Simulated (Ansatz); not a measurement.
```yaml
crystal:
  periodic: [false, false, false]
  atoms:
    - {symbol: N, position_ang: [-1.401143, 0.828974, 0.435730]}
    - {symbol: Zr, position_ang: [0.489997, 0.148038, 0.430692]}
    - {symbol: N, position_ang: [0.603189, -1.080185, -1.150698]}
    - {symbol: Cl, position_ang: [0.869293, -1.049852, 2.431943]}
    - {symbol: Cl, position_ang: [1.954616, 1.981747, 0.154774]}
    - {symbol: H, position_ang: [-1.771600, 1.475706, 1.120641]}
    - {symbol: H, position_ang: [-2.127688, 0.593031, -0.224975]}
    - {symbol: H, position_ang: [0.464132, -2.082281, -1.123184]}
    - {symbol: H, position_ang: [0.919193, -0.815168, -2.074923]}
basis:
  gaussian: {orbitals: def2-TZVPP}
magnetization: {spin_polarized: true, initial_magnetization: 2}
hamiltonian: {xc: {name: HF}}
correlation: {active_space: {window: {electrons: 40, orbitals: 30}}}
output: {forces: true}
```

```sh
$ ansatz run in.yaml --threads 4 --pin off --events-out ev --progress --plain --max-ram 10444MiB
```

Question: How does Ansatz answer? (Best estimate.)

Answer: Computed: The input was rejected before any iteration.
```
Error: invalid value for `correlation.active_space`: it starts from restricted Hartree–Fock orbitals; set hamiltonian.xc: hf without magnetization.spin_polarized
```
